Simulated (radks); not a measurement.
Species: He I. Configuration: [He]. All-electron calculation, non-relativistic Kohn-Sham, r2SCAN, spin-polarised, spherical densities, point nucleus; meta-GGA in the generalised Kohn-Sham scheme; hard spherical wall at 4 bohr. Program: a radial shooting solver on a logarithmic mesh with Libxc functionals.

Unscreened Slater integrals over Kohn-Sham orbitals (cm^-1). They are taken over the spin-up orbitals. Empty in this configuration: 2p.

F0(1s,1s): 226120
F0(1s,2p): 113380
G1(1s,2p): 33235
F0(2p,2p): 93028
F2(2p,2p): 51048
